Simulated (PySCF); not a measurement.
B(Cl)(I)(OH) (BClHIO), SMILES OB(Cl)I.

Geometry: B3LYP-D3(BJ)/def2-SVP. The def2 effective core potentials stand for the cores of I; spin–orbit coupling is left out. Other conformers were not sampled.

Level of theory: ωB97X/def2-TZVPD run with PySCF.

Gas-phase values at a fixed geometry.

Computed frontier levels, gap, dipole moment and polarisability:
```json
{
 "highest_occupied_level": "-9.91 eV",
 "lowest_empty_level": "1.02 eV",
 "orbital_gap": "10.93 eV",
 "dipole_moment": "1.83 D",
 "quadrupole, principal values (traceless, Buckingham form, about the centre of nuclear charge)": "-7.12, -3.10, 10.22 D·Å",
 "mean_static_polarisability": "67.1 bohr³ (9.94 Å³)",
 "polarisability_principal_values": "53.0, 63.8, 84.4 bohr³"
}
```
